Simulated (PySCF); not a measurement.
**Field gradients at the hydrogen positions**

C₅H₁₁FSi.
Geometry (GFN2-xTB, Å), atoms numbered from 1 in this order:
```
atom  x, y, z in Å
C1     2.351    0.159   -0.514
C2     1.275    0.016    0.557
C3    -0.091    0.480    0.072
C4    -0.729   -0.414   -1.022
Si5   -2.391   -0.416   -0.097
F6    -2.948   -1.877    0.323
C7    -1.205    0.397    1.147
H8     2.095   -0.422   -1.396
H9     2.456    1.201   -0.810
H10    3.311   -0.190   -0.140
H11    1.558    0.605    1.433
H12    1.208   -1.030    0.868
H13   -0.010    1.506   -0.293
H14   -0.256   -1.394   -1.063
H15   -0.683    0.011   -2.022
H16   -3.564    0.270   -0.602
H17   -1.469    1.359    1.578
H18   -0.918   -0.257    1.969
```

Level: PBE0/pcSseg-1 (PySCF, non-relativistic); Q(2H) = 0.00286 b; rigid geometry, the same for H and D, with no vibrational averaging.

Question: Rank these positions by the coupling χzz of a deuteron there, largest first.
A. H8 (methyl hydrogen)
B. H16 (Si–H hydrogen)
C. H15 (methylene hydrogen)
D. H11 (methylene hydrogen)

Answer: C (218 kHz), A (212 kHz), D (203 kHz), B (114 kHz).

Q: Tabulate Vzz, the asymmetry η and χzz = 234.96 MHz × Q × Vzz for every hydrogen position.

A: 
| atom | bonded to | bond length (Å) | Vzz (au) | η | χzz (kHz) |
| --- | --- | --- | --- | --- | --- |
| H8 | C1 | 1.087 | 0.3155 | 0.02 | 212 |
| H9 | C1 | 1.088 | 0.3147 | 0.02 | 211 |
| H10 | C1 | 1.088 | 0.3163 | 0.01 | 213 |
| H11 | C2 | 1.093 | 0.3024 | 0.02 | 203 |
| H12 | C2 | 1.093 | 0.3022 | 0.02 | 203 |
| H13 | C3 | 1.093 | 0.3018 | 0.03 | 203 |
| H14 | C4 | 1.089 | 0.3183 | 0.04 | 214 |
| H15 | C4 | 1.087 | 0.3247 | 0.04 | 218 |
| H16 | Si5 | 1.450 | 0.1696 | 0.02 | 114 |
| H17 | C7 | 1.087 | 0.3245 | 0.04 | 218 |
| H18 | C7 | 1.089 | 0.3183 | 0.04 | 214 |

Q: Average by the element that carries the hydrogen.

A: on C: 211 kHz over 10 positions, mean bond length 1.089 Å; on Si: 114 kHz over 1 position, mean bond length 1.450 Å.

Q: A static deuteron (I = 1) shows a doublet split by (3/2)χ, (3/4)χ(1 + η) and (3/4)χ(1 − η) with the field along z, y and x of the gradient. What are these for H9?

A: With |χ| = 211.5 kHz and η = 0.019: 317, 162 and 156 kHz, to first order and without motion.

Geometry: GFN2-xTB, one conformer, isolated molecule. GFN2-xTB bond lengths can be off by several hundredths of an ångström, more for odd bonds, and the gradients follow them. With a basis this small, the couplings can be 20 % off.
